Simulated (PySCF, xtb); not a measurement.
C₅H₉F, SMILES C[C@H](F)C1CC1.

GFN2-xTB in xtb at its own geometry gives an orbital gap of 9.58 eV and a dipole moment of 2.46 D.

Coordinates come from a B3LYP-D3(BJ)/def2-SVP optimisation. The structure was generated by enumeration; whether it is a known compound was not checked. One conformer was computed; it need not be the lowest.

Q: What does PBE/def2-TZVP (PySCF) give? (Estimate from the structure and the level; the computed values follow.)

A: gap 7.69 eV (levels -7.06 and 0.62 eV), dipole 1.78 D.
